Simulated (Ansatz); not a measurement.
C₂H₅BOS. Total charge 0; spin multiplicity 1. The bonds changed during the relaxation, so this is another structure than the one it started from.

```xyz
10

O    -0.904   -0.369   -1.787
C     0.243   -0.190   -1.423
B     0.667    0.388    0.002
C     0.049   -0.389    1.211
S    -0.996    1.081    0.857
H     1.054   -0.506   -2.118
H     1.620    1.094    0.138
H    -0.512   -1.307    1.070
H     0.471   -0.291    2.206
H    -1.692    0.489   -0.156
```

**Question.** Give the diagnostics of a CCSD(T)/def2-TZVPP run (frozen core, the Gaussian-basis code of Ansatz). (Estimate.)

**Answer.** Computed: T1 = 0.0154, largest single amplitude 0.024, largest double 0.024, (T) share of the correlation energy 4.5 %, 11 CCSD cycles. The RHF solution is stable towards an unrestricted one. T1 lies under the customary mark of 0.02 for closed shells.
